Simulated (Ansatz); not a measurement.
**Abstraction of Br: C2H3BrO + C3H7 → C2H3O + C3H7Br**

Species: C2H3BrO (acetyl bromide) `CC(=O)Br`, singlet; C3H7 `C[CH]C`, doublet; C2H3O (acetyl radical) `C[C]=O`, doublet; C3H7Br (2-bromopropane) `CC(C)Br`, singlet. A radical takes Br: the energy is the difference in strength between two C–Br bonds in different surroundings.

Shapes, held fixed at every level: PBE0-D4/def2-TZVP. Programs: Ansatz 0.2.0. The zero-point and thermal change to 298 K, harmonic and unscaled (PBE0-D4/def2-TZVP), is +5.1 kJ/mol.

Task: Estimate ΔH(298 K) of this reaction.

Result: The highest level, CCSD(T)/def2-TZVPP, gives ΔH(298 K) = -10.5 kJ/mol; the levels span -10.5 to +11.7. They disagree on the sign: 2 of 7 are positive. The column of differences is taken from that level and isn't an error. No measured value is set beside it here. Open shells run unrestricted unless RO is named. Relativity is left out for Br unless named. Correlated rows may include outer-core shells of Br, which these sets cover unevenly. Times are processor times on shared x86 and Arm servers, and rough.

```tsv
level	kind	ΔH(298 K) (kJ/mol)	less CCSD(T)/def2-TZVPP	CPU time (sum over the molecules)
HF/def2-SVP	Hartree–Fock	+4.1	+14.6	–
r2SCAN0-D4/def2-TZVPP	global hybrid	+11.7	+22.2	50 s
wB97X-V/def2-TZVPP	range-separated hybrid	-8.3	+2.2	72 s
B2PLYP/def2-TZVPP	double hybrid	-1.4	+9.1	52 s
MP2/def2-SVP	perturbation theory	-8.2	+2.3	–
CCSD(T)/def2-SVP	coupled cluster or CI	-7.2	+3.3	60 s
CCSD(T)/def2-TZVPP	coupled cluster or CI	-10.5	0.0	28 min
```
